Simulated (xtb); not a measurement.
F$_{3}$Y, charge +1, doublet, from a rough starting geometry (GFN-xTB shapes and energies of metal compounds can be far from the true ones) (the multiplicity is a formal guess); GFN2-xTB (xtb 6.7.1).

Here is a job for xtb.
```
$ xtb mol.xyz --gfn 2 --chrg 1 --uhf 1 --opt vtight --json

# file mol.xyz
4

Y      0.04190899     0.00925527    -0.00495207
F     -1.56055086    -0.95924700     0.07042664
F      0.06380752     1.73671493    -0.74299035
F      1.56573040    -0.66878403     0.64742463
```

It wrote (shortened):

```
   ID    Z sym.   atoms
    1   39 Y      1
    2    9 F      2-4

           -------------------------------------------------
          |                Calculation Setup                |
           -------------------------------------------------

           -------------------------------------------------
          |                 G F N 2 - x T B                 |
           -------------------------------------------------

          ...................................................
          :                      SETUP                      :
          :.................................................:
          :  # basis functions                  22          :
          :  # atomic orbitals                  21          :
          :  # shells                            9          :
          :  # electrons                        23          :
          :  max. iterations                   250          :
          :  Hamiltonian                  GFN2-xTB          :
          :  restarted?                      false          :
          :  GBSA solvation                  false          :
          :  PC potential                    false          :
          :  electronic temp.          300.0000000     K    :
          :  accuracy                    1.0000000          :
          :  -> integral cutoff          0.2500000E+02      :
          :  -> integral neglect         0.1000000E-07      :
          :  -> SCF convergence          0.1000000E-05 Eh   :
          :  -> wf. convergence          0.1000000E-03 e    :
          :  Broyden damping             0.4000000          :
          :  net charge                          1          :
          :  unpaired electrons                  1          :
          ...................................................

 iter      E             dE          RMSdq      gap      omega  full diag
   1      5.5664689  0.556647E+01  0.569E+01    0.18       0.0  T
   2    -13.2386422 -0.188051E+02  0.283E+01   30.34       1.0  T
   3    -13.7645408 -0.525899E+00  0.207E+01   19.08       1.0  T
   4    -13.8962278 -0.131687E+00  0.196E+01   16.84       1.0  T
   5    -13.8805725  0.156553E-01  0.195E+01   16.61       1.0  T
   6    -13.8202347  0.603378E-01  0.201E+01   16.47       1.0  T
   7    -13.8235505 -0.331586E-02  0.200E+01   16.68       1.0  T
   8    -14.2267200 -0.403169E+00  0.176E+01    8.19       1.0  T
   9    -14.1884371  0.382829E-01  0.173E+01    8.91       1.0  T
  10    -14.2830831 -0.946460E-01  0.165E+01    7.99       1.0  T
  11    -14.4176620 -0.134579E+00  0.155E+01    4.99       1.0  T
  12    -14.5333521 -0.115690E+00  0.136E+01    1.09       1.0  T
  13    -14.5793709 -0.460187E-01  0.128E+01    2.87       1.0  T
  14     -1.7210109  0.128584E+02  0.464E+01    0.08       1.0  T
  15     -8.4642931 -0.674328E+01  0.334E+01    0.18       1.0  T
  16    -13.9506572 -0.548636E+01  0.148E+01    0.20       1.0  T
  17    -11.1177354  0.283292E+01  0.251E+01    0.17       1.0  T
  18    -14.5447703 -0.342703E+01  0.116E+01    2.75       1.0  T
  19      8.0748150  0.226196E+02  0.600E+01    0.41       1.0  T
  20     10.9891695  0.291435E+01  0.644E+01    0.33       1.0  T
  21     11.2035412  0.214372E+00  0.645E+01    0.29       1.0  T
  22     10.2289912 -0.974550E+00  0.624E+01    0.38       1.0  T
  23     10.3562789  0.127288E+00  0.631E+01    0.38       1.0  T
  24      9.8416636 -0.514615E+00  0.636E+01    0.46       1.0  T
  25     10.9817139  0.114005E+01  0.669E+01    0.46       1.0  T
  26     11.1433996  0.161686E+00  0.670E+01    0.44       1.0  T
  27     11.2537430  0.110343E+00  0.674E+01    0.42       1.0  T
  28     10.1065760 -0.114717E+01  0.665E+01    0.59       1.0  T
  29      5.1685191 -0.493806E+01  0.628E+01    0.38       1.0  T
  30     -2.9807780 -0.814930E+01  0.504E+01    0.07       1.0  T
  31      4.0614371  0.704222E+01  0.604E+01    0.29       1.0  T
  32      4.0724618  0.110247E-01  0.597E+01    0.29       1.0  T
[...]
 * total energy  :   -14.9253594 Eh     change       -0.7171997E-03 Eh
 * total energy  :   -14.9341350 Eh     change       -0.8775509E-02 Eh
 * total energy  :   -14.9352235 Eh     change       -0.1088503E-02 Eh
 * total energy  :   -14.9341851 Eh     change        0.1038383E-02 Eh
 * total energy  :   -14.9358893 Eh     change       -0.1704202E-02 Eh
 * total energy  :   -14.9359330 Eh     change       -0.4371839E-04 Eh
 * total energy  :   -14.9359611 Eh     change       -0.2810008E-04 Eh
 * total energy  :   -14.9360083 Eh     change       -0.4723352E-04 Eh
 * total energy  :   -14.9360122 Eh     change       -0.3879327E-05 Eh
 * total energy  :   -14.9360190 Eh     change       -0.6808632E-05 Eh
 * total energy  :   -14.9360191 Eh     change       -0.1078191E-06 Eh
 * total energy  :   -14.9360192 Eh     change       -0.5132041E-07 Eh
   *** GEOMETRY OPTIMIZATION CONVERGED AFTER 16 ITERATIONS ***
         :: total energy             -14.936019171577 Eh    ::
[...]
           -------------------------------------------------

    * Orbital Energies and Occupations

         #    Occupation            Energy/Eh            Energy/eV
      -------------------------------------------------------------
         1        2.0000           -1.2228150             -33.2745
         2        2.0000           -1.1380732             -30.9685
         3        2.0000           -1.1380359             -30.9675
         4        2.0000           -0.8910146             -24.2457
         5        2.0000           -0.8140226             -22.1507
         6        1.9998           -0.8129127             -22.1205
         7        1.9998           -0.8129081             -22.1204
         8        1.9245           -0.8069324             -21.9577
         9        1.9242           -0.8069287             -21.9576
        10        1.8100           -0.8059303             -21.9305
        11        1.8097           -0.8059281             -21.9304
        12        1.5320           -0.8046744             -21.8963 (HOMO)
        13                         -0.6976528             -18.9841 (LUMO)
        14                         -0.6976516             -18.9841
        15                         -0.6976023             -18.9827
        16                         -0.6884473             -18.7336
        17                         -0.6884415             -18.7334
        18                         -0.6648290             -18.0909
        19                         -0.0741478              -2.0177
        20                         -0.0737992              -2.0082
        21                          0.0968225               2.6347
      -------------------------------------------------------------
                  HL-Gap            0.1070216 Eh            2.9122 eV
             Fermi-level           -0.7778581 Eh          -21.1666 eV

     #   Z          covCN         q      C6AA      α(0)
     1  39 Y        1.883     0.877   802.300    97.138
     2   9 F        0.628     0.041     9.052     3.550
     3   9 F        0.628     0.041     9.052     3.550
     4   9 F        0.628     0.041     9.052     3.550

 Mol. C6AA /au·bohr⁶  :       1271.501052
 Mol. C8AA /au·bohr⁸  :     176509.783905
 Mol. α(0) /au        :        107.788085

Wiberg/Mayer (AO) data.
largest (>0.10) Wiberg bond orders for each atom

 ---------------------------------------------------------------------------
     #   Z sym  total        # sym  WBO       # sym  WBO       # sym  WBO
 ---------------------------------------------------------------------------
     1  39 Y    2.606 --     3 F    0.869     4 F    0.869     2 F    0.869
     2   9 F    1.211 --     1 Y    0.869     4 F    0.171     3 F    0.171
     3   9 F    1.212 --     1 Y    0.869     4 F    0.171     2 F    0.171
     4   9 F    1.212 --     1 Y    0.869     2 F    0.171     3 F    0.171
 ---------------------------------------------------------------------------

Topologies differ in total number of bonds
Writing topology from bond orders to xtbtopo.mol

molecular dipole:
                 x           y           z       tot (Debye)
 q only:        0.308      -0.484      -1.300
   full:        0.538      -0.969      -2.456       6.849
molecular quadrupole (traceless):
                xx          xy          yy          xz          yz          zz
 q only:       -0.833      -0.216      -0.638      -0.583       0.905       1.472
  q+dip:       -2.576      -0.640      -1.835      -1.645       2.858       4.411
   full:       -2.530      -0.627      -1.807      -1.620       2.807       4.337

optimized geometry written to: xtbopt.xyz

           -------------------------------------------------
          | TOTAL ENERGY              -14.936019171577 Eh   |
          | GRADIENT NORM               0.000031929801 Eh/α |
          | HOMO-LUMO GAP               2.912205689555 eV   |
           -------------------------------------------------

normal termination of xtb
```
